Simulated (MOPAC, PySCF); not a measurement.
H6BN3, SMILES `NB(N)N`, neutral singlet in the gas phase. 

Cartesian coordinates (Å):
SMILES: NB(N)N
```xyz
10

N     -0.4341    -1.3266    -0.2862
B      0.0000     0.0000    -0.0001
N      1.3726     0.2545     0.2853
N     -0.9384     1.0722     0.0007
H     -1.3867    -1.5599    -0.4934
H      0.1839    -2.1156    -0.2997
H      2.0724    -0.4630     0.3004
H      1.7295     1.1672     0.4956
H     -0.6856     2.0229     0.1928
H     -1.9136     0.9484    -0.1954
```
Charge 0, multiplicity 1.

All levels are single points at this geometry (CAM-B3LYP-D3(BJ)/def2-TZVP); Pople sets use spherical d functions. Orbital energies aren't observables, and empty levels follow the basis.

```json
[
 {"level": "CAM-B3LYP-D3(BJ)/def2-TZVP in PySCF", "HOMO (eV)": "-7.99", "LUMO (eV)": "1.59", "gap (eV)": "9.58", "dipole (D)": "0.00", "vertical IE, Delta-SCF (eV)": "9.02"},
 {"level": "PBE-D3(BJ)/def2-TZVP in PySCF", "HOMO (eV)": "-5.06", "LUMO (eV)": "0.10", "gap (eV)": "5.16", "dipole (D)": "0.00", "vertical IE, Delta-SCF (eV)": "–"},
 {"level": "TPSSh-D3(BJ)/def2-TZVP in PySCF", "HOMO (eV)": "-5.70", "LUMO (eV)": "0.64", "gap (eV)": "6.34", "dipole (D)": "0.00", "vertical IE, Delta-SCF (eV)": "8.54"},
 {"level": "B3LYP/6-311+G** in PySCF", "HOMO (eV)": "-6.38", "LUMO (eV)": "-0.24", "gap (eV)": "6.14", "dipole (D)": "0.00", "vertical IE, Delta-SCF (eV)": "–"},
 {"level": "BP86/6-31G* in PySCF", "HOMO (eV)": "-4.53", "LUMO (eV)": "1.62", "gap (eV)": "6.15", "dipole (D)": "0.00", "vertical IE, Delta-SCF (eV)": "–"},
 {"level": "M06-2X/6-31G* in PySCF", "HOMO (eV)": "-7.46", "LUMO (eV)": "3.42", "gap (eV)": "10.88", "dipole (D)": "0.00", "vertical IE, Delta-SCF (eV)": "–"},
 {"level": "SVWN5/6-31G* in PySCF", "HOMO (eV)": "-4.51", "LUMO (eV)": "1.44", "gap (eV)": "5.96", "dipole (D)": "0.00", "vertical IE, Delta-SCF (eV)": "–"},
 {"level": "HF/3-21G in PySCF", "HOMO (eV)": "-9.59", "LUMO (eV)": "7.20", "gap (eV)": "16.79", "dipole (D)": "0.00", "vertical IE, Delta-SCF (eV)": "–"},
 {"level": "PM6 in MOPAC", "HOMO (eV)": "-8.66", "LUMO (eV)": "2.51", "gap (eV)": "11.17", "dipole (D)": "0.00", "vertical IE, Delta-SCF (eV)": "–"}
]
```
